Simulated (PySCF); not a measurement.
# ORD: SMILES [SiH3]c1ccc(C)c(C=O)c1, C8H10OSi

Cartesian coordinates in Å; atom numbers follow the order of the lines, from 1:
```xyz
20

C    -2.727   -0.361    0.218
C    -1.233   -0.320    0.131
C    -0.529   -1.434   -0.330
C     0.861   -1.438   -0.426
C     1.621   -0.317   -0.063
Si    3.493   -0.303   -0.219
C     0.919    0.799    0.403
C    -0.477    0.817    0.504
C    -1.088    2.063    1.011
O    -2.266    2.272    1.163
H    -3.183    0.422   -0.406
H    -3.074   -0.156    1.241
H    -3.105   -1.341   -0.102
H    -1.088   -2.328   -0.621
H     1.361   -2.340   -0.791
H     4.104    0.367    0.970
H     3.989   -1.710   -0.314
H     3.928    0.440   -1.442
H     1.462    1.701    0.708
H    -0.334    2.855    1.263
```

Level of theory: TDDFT CAM-B3LYP/aug-cc-pVDZ circular dichroism and optical rotation, one conformer, gas phase (PySCF 2.14.0). Geometry: PBE0-D3(BJ)/def2-SVP.

No stereocentre is labelled: unless the shape is locked (an allene, a helicene, a hindered biaryl), the mirror image is equally populated and a measured rotation or CD is zero.

(1) What is the specific rotation at 633, 589.3, 546, 436, 405, 365, 355 nm?

## Answers

(1) [α] in deg dm⁻¹ (g/mL)⁻¹:
| λ (nm) | origin-invariant length gauge | modified velocity gauge | length gauge (centre of mass) | isotropic polarisability (au) |
| --- | --- | --- | --- | --- |
| 633 | -6.0 | -7.1 | -5.4 | 134.8 |
| 589.3 | -7.2 | -8.6 | -6.6 | 135.8 |
| 546 | -9.0 | -10.7 | -8.2 | 137.0 |
| 436 | -18.4 | -21.5 | -17.0 | 142.2 |
| 405 | -23.9 | -27.8 | -22.1 | 144.8 |
| 365 | -32.7 | -38.6 | -30.3 | 149.7 |
| 355 | -32.8 | -39.8 | -30.3 | 151.3 |

The shortest wavelength is close to the first absorption, where this undamped response comes out too large.

Problem. And for the mirror image at 589.3 nm?

Solution. +7.2 deg dm⁻¹ (g/mL)⁻¹ (origin-invariant length gauge): the same size and the opposite sign.

Problem. What is the molar rotation [Φ] = [α]·M/100 of the geometry above at 589.3 nm?

Solution. With M = 150.25 g/mol, -10.9 deg cm² dmol⁻¹ (origin-invariant length gauge).

The first excitation lies at 3.83 eV (324 nm) with R = +0.1 × 10⁻⁴⁰ esu² cm² (velocity form).
